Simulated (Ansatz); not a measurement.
`C[SiH](F)N[SiH2]F` + H₂O → `O[SiH](F)N[SiH2]F` + CH₄  (formal hydrolysis of the Si–C bond)

Calculated with Ansatz (gas phase, PBE0-D4/def2-TZVP geometries, no zero-point term in ΔE). CCSD(T)/CBS adds triple-zeta CCSD(T) − MP2 to the extrapolated MP2 energy (def2 sets, frozen cores). This one scheme is used for every species. DFT in def2-TZVPP. HSE06 is defined as in plane-wave codes. One conformer a species, not always the lowest.

| level | ΔE (kcal/mol) |
| --- | --- |
| revPBE-D4 | -24.0 |
| r2SCAN-D4 | -27.3 |
| PBE0-D4 | -25.0 |
| PBE-QIDH | -26.5 |
| r2SCAN | -27.4 |
| HSE06 | -25.5 |
| HF/def2-SVP | -28.1 |
| CCSD/def2-SVP | -26.1 |

Question: What does CCSD(T)/CBS give? (Best estimate.)

Answer: Ansatz gave: -26.1 kcal/mol. The listed levels differ from it by 2.1, -1.2, 1.1, -0.4, -1.3, 0.6, -2.0, 0.0 kcal/mol.

Largest T1 diagnostic among the species: 0.012.

The D4 term adds +0.8 kcal/mol with B3LYP and +0.4 kcal/mol with PBE0; it sums over pairs of atoms, weighted by their polarisabilities, and B3LYP, whose exchange is more repulsive, gets the larger term. From BLYP to BHLYP (50 % exact exchange), in def2-TZVPP and without D4, ΔE moves by −1.6 kcal/mol.

B3LYP here is the variant with VWN-RPA as its local correlation; programs differ in this.
